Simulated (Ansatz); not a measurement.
Species: C2N2, SMILES `[C-]#[N+]C#N` (charge 0, multiplicity 1).

Q: Give a relaxed geometry from B3LYP-D3(BJ)/def2-TZVP in Ansatz (a quantum-chemistry and plane-wave program).

A: the end point of this relaxation (outside a Z-matrix the atoms follow the SMILES, hydrogens last).
Bond lengths (Å): C1–N2 1.178, N2–C3 1.304, C3–N4 1.154. Angles (°): C1–N2–C3 180.0, N2–C3–N4 180.0.
